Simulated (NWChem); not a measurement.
Species: CaHOF; SMILES [Ca]([OH])[F]

```xyz
4

Ca     0.2908     0.0281     0.0000
F     -0.3056     1.9219     0.0000
O     -0.2936    -1.8874     0.0000
H     -0.7162    -2.7586     0.0000
```
Atoms are numbered in this order, from 1.

Results from NWChem. The geometry was optimised at PBE-D3(BJ)/def2-SVP. Vertical excitations in the gas phase.

Problem. Predict the results for PBE/def2-SVPD, full TDDFT. Quantities: lowest excitation, singlet (eV); lowest triplet (eV); orbital gap (eV).

Solution. 
```yaml
lowest excitation, singlet (eV): 3.94
lowest triplet (eV): 3.86
orbital gap (eV): 3.93
```
